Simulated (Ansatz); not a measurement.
`[NH2][SbH2]` and `[SiH3][NH][SbH2]` differ in one atom or group.

Ansatz, PBE0-D4/def2-TZVP geometries, multiplicity 1. 

Elements past krypton have def2 core potentials.

```
                                      property  `[NH2][SbH2]`
         HOMO–LUMO gap (B3LYP/def2-TZVPP) / eV           6.18
         LUMO energy (ωB97M-V/def2-TZVPP) / eV           0.97
zero-point energy (PBE0-D4/def2-TZVP) / kJ/mol          102.5
             LUMO energy (PBE/def2-TZVPP) / eV          -1.42
           HOMO–LUMO gap (PBE/def2-TZVPP) / eV           4.53
             HOMO energy (PBE/def2-TZVPP) / eV          -5.96
```

(1) What does the change do to each property? (Estimate.)

Results:

(1) Computed: 
| property | `[SiH3][NH][SbH2]` | shift |
| --- | --- | --- |
| HOMO–LUMO gap (B3LYP/def2-TZVPP) / eV | 5.96 | -0.22 |
| LUMO energy (ωB97M-V/def2-TZVPP) / eV | 0.76 | -0.21 |
| zero-point energy (PBE0-D4/def2-TZVP) / kJ/mol | 142.3 | 39.8 |
| LUMO energy (PBE/def2-TZVPP) / eV | -1.68 | -0.26 |
| HOMO–LUMO gap (PBE/def2-TZVPP) / eV | 4.30 | -0.23 |
| HOMO energy (PBE/def2-TZVPP) / eV | -5.98 | -0.02 |

The zero-point energy changes by 39.8 kJ/mol with +9 modes.

B3LYP here is the variant with VWN-RPA as its local correlation; programs differ in this.

Spin–orbit coupling is left out; it splits and shifts lone-pair levels of the heavy atoms by tenths of an eV.
